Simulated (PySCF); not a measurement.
## A small calculation by hand: chemical shift, span and skew from a shielding tensor

BClH4N2, SMILES NB(N)Cl. Atoms are numbered in the order given.

```xyz
8

B      0.0000     0.0000     0.4472
Cl     0.0000     0.0000    -1.3584
N      0.0000    -1.2544     1.1039
H      0.0000    -1.3658     2.1160
H      0.0000    -2.1291     0.5850
N      0.0000     1.2544     1.1039
H      0.0000     1.3658     2.1160
H      0.0000     2.1291     0.5850
```
Charge 0, spin multiplicity 1.

Coordinates come from a PBE-D3(BJ)/def2-SVP optimisation. The values are those of a single conformer.

GIAO shieldings from PBE0/pcSseg-1 run with PySCF, non-relativistic, no solvent. The symmetric part of the tensor of N3 has the principal values 154.7, 195.4, 246.8 ppm. The same nucleus in NH3 has σ = 267.4 ppm at this level (PySCF, at its B3LYP-D3(BJ)/def2-TZVP geometry). Without spin–orbit terms, shifts of atoms bonded to Cl or Br come out too high.

Work out the isotropic shielding, the ¹⁵N shift against NH3, the span and the skew.


σ(iso) = (σ11 + σ22 + σ33)/3 = 199.0 ppm. δ = σ(ref) − σ(iso) = 267.4 − (199.0) = 68.4 ppm.
Span Ω = σ33 − σ11 = 92.1 ppm. Skew κ = 3(σ(iso) − σ22)/Ω = 0.12. Tumbling in solution averages the tensor to δ; in a static solid the shielding alone would spread this spin-1/2 line over Ω.
